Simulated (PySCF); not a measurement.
**Deuteron quadrupole couplings in `C#CP(C#C)CC`**

Compound: C6H7P.
Geometry (GFN2-xTB, Å), atoms numbered from 1 in this order:
```xyz
14
C6H7P angstrom
C      0.9600    2.5023   -0.5904
C      0.7701    1.3232   -0.7292
P      0.4504   -0.3764   -1.1177
C      1.8520   -1.0367   -0.2575
C      2.8177   -1.5555    0.2360
C     -0.8004   -0.7010    0.2416
C     -2.1280   -0.0187   -0.0594
H      1.1359    3.5252   -0.4234
H      3.6566   -1.9860    0.7007
H     -0.3962   -0.3539    1.1968
H     -0.9354   -1.7854    0.3040
H     -2.5389   -0.3713   -1.0044
H     -2.8509   -0.2263    0.7278
H     -1.9937    1.0601   -0.1268
```

Level: PBE0/pcSseg-1 (PySCF, non-relativistic); Q(2H) = 0.00286 b; rigid geometry, the same for H and D, with no vibrational averaging.

Question: Rank these positions by the coupling χzz of a deuteron there, largest first.
A. H10 (methylene hydrogen)
B. H12 (methyl hydrogen)
C. H8 (alkyne hydrogen)

Answer: C (262 kHz), B (209 kHz), A (201 kHz).

Tabulate Vzz, the asymmetry η and χzz = 234.96 MHz × Q × Vzz for every hydrogen position.

```
atom  bonded to  bond length (Å)  Vzz (au)     η  χzz (kHz)
  H8         C1            1.051    0.3901  0.01        262
  H9         C5            1.051    0.3903  0.01        262
 H10         C6            1.094    0.2989  0.02        201
 H11         C6            1.095    0.3001  0.03        202
 H12         C7            1.089    0.3106  0.03        209
 H13         C7            1.089    0.3138  0.02        211
 H14         C7            1.089    0.3075  0.03        207
```

Isolated species at its GFN2-xTB geometry (one conformer only). GFN2-xTB bond lengths can be off by several hundredths of an ångström, more for odd bonds, and the gradients follow them. With so small a basis the couplings can be 20 % off.

The run behind these numbers computed NMR shieldings as well. Hardware: Arm Neoverse V2, one thread, no GPU, shared host with 32 logical CPUs at a one-minute load of 16. Cost: 16 s, 0.73 GiB resident at most.
